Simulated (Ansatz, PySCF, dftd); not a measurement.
System: SiN2H5, charge 0, doublet. SiN2H5 (SMILES N[SiH]N, doublet).
B3LYP-D3(BJ)/def2-TZVP minimum from Ansatz (a program for electronic structure):
```xyz
8

Si    -0.2565     0.5037     0.0564
N      1.3579     0.1871    -0.4670
N     -0.9946    -1.0319     0.2730
H     -0.0641     1.3384     1.2899
H      2.0780     0.8806    -0.3338
H      1.5296    -0.3701    -1.2901
H     -1.9906    -1.1640     0.2389
H     -0.5048    -1.8233     0.6630
```
Charge 0, spin multiplicity 2.

Quantity: enthalpy of formation at 298 K (by atomisation, with rigid-rotor harmonic-oscillator terms from PySCF's Hessian at B3LYP-D3(BJ)/def2-TZVP and the atoms' measured values of the G2/97 table; no spin-orbit terms), in kJ/mol. Radicals and triplets start from unrestricted determinants; spin-orbit coupling is neglected. Cores are frozen in correlated methods. Rows without X2C or -DK are non-relativistic. CBS(X,Y): correlation extrapolated as X^-3, Hartree-Fock from the larger set. A bracket is a step between two methods taken in the basis named. The functionals are non-relativistic, so their misses hold any scalar relativity. Double hybrids freeze cores in their MP2 part. '+ core + X2C': CCSD(T) terms for core correlation (cc-pwCVTZ, 1s frozen past Ne) and scalar relativity (cc-pVTZ-DK). Where a partner has so few electrons that a lower coupled-cluster level is exact, that level stands in.

| level | program | enthalpy of formation at 298 K (kJ/mol) | difference against the last row |
|---|---|---|---|
| PBE/def2-TZVPD | Ansatz | -16.6 | -31.1 |
| PBE0/def2-TZVPD | Ansatz | 39.8 | 25.3 |
| r2SCANh-D4/def2-TZVPD | Ansatz + dftd4 | 46.3 | 31.8 |
| r2SCANh/def2-TZVPD | Ansatz | 49.3 | 34.8 |
| wB97X-V/def2-TZVPD | Ansatz | 1.0 | -13.5 |
| B2PLYP-D4/def2-TZVPD | Ansatz + dftd4 | 41.2 | 26.7 |
| B2GP-PLYP-D3(BJ)/def2-TZVPD | Ansatz + dftd3 | 55.7 | 41.2 |
| CCSDT(Q)/cc-pV(D+d)Z | Ansatz | 326.6 | 312.1 |
| CCSD(T)/CBS(cc-pV(T+d)Z,cc-pV(Q+d)Z) + [CCSDT(Q) - CCSD(T)]/cc-pV(D+d)Z + core + X2C | Ansatz | 14.5 | 0.0 |
